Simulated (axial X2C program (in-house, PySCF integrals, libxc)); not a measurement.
**Spin–orbit effects down a group: molecules with Si (ions), HF**

Calculated with an in-house relativistic program for diatomic molecules, spin-free (one-electron X2C) or two-component (2c: spin–orbit coupling with atomic mean-field Coulomb and Gaunt terms, which also bring small scalar terms), in Dyall basis sets with cores contracted in-house; open shells are unrestricted.

Basis sets: Cs dyall-acv3z, H dyall-av3z, K dyall-acv3z, Li dyall-av3z, Na dyall-av3z, Si dyall-av3z.

| molecule | spin-free state | Re (Å) | ωe (cm⁻¹) | De (eV) | 2c state | Re 2c (Å) | ωe 2c (cm⁻¹) | De 2c (eV) |
| --- | --- | --- | --- | --- | --- | --- | --- | --- |
| SiH⁻ | M_S = 1, Λ = 0 | 1.545 | 1922.7 | 2.15 | Ω = 1 | 1.546 | 1922.3 | 2.15 |
| LiSi⁻ | M_S = 2, Λ = 0 | 2.596 | 311.7 | 1.00 | Ω = 2 | 2.597 | 311.6 | 1.00 |
| NaSi⁻ | ? | ? | ? | ? | ? | ? | ? | ? |
| KSi⁻ | M_S = 1, Λ = 0 | 3.368 | 141.7 | 0.88 | Ω = 1 | 3.368 | 141.7 | 0.88 |
| CsSi⁻ | M_S = 1, Λ = 0 | 3.672 | 111.8 | 0.91 | Ω = 1 | 3.672 | 111.8 | 0.90 |

Q: Estimate the 2c Re and ωe of NaSi⁻ as the mean of its neighbours in the table.

A: Re ≈ 2.982 Å, ωe ≈ 226.7 cm⁻¹. The HF runs give the row below, so the estimate misses by -0.010 Å and 52.1 cm⁻¹.

```tsv
molecule	spin-free state	Re (Å)	ωe (cm⁻¹)	De (eV)	2c state	Re 2c (Å)	ωe 2c (cm⁻¹)	De 2c (eV)
NaSi⁻	M_S = 1, Λ = 0	2.992	174.6	0.81	Ω = 1	2.993	174.6	0.81
```

Fragments in 2c: Si- + H, Si- + Li, Si- + Na, K + Si-, Cs + Si-. Each entry is the lowest single determinant of a limited PBE0 search at one distance. De goes to single-determinant-based atoms at the same level (for ions the charge split of lowest energy) and is withheld (n/a) where an atom does not fit its ground term or J level. Main or longest-lived isotopes. One determinant is a doubtful description, or other states lie close, for SiH⁻, LiSi⁻, NaSi⁻, KSi⁻, CsSi⁻; these need not be ground states, and all values refer to the states named. Some open-shell Ω = 0 determinants are out of reach, so the Ω given for SiH⁻, LiSi⁻, NaSi⁻, KSi⁻, CsSi⁻ need not be the lowest component. With several unpaired electrons the Ω given is that of one determinant, not necessarily of the lowest component.
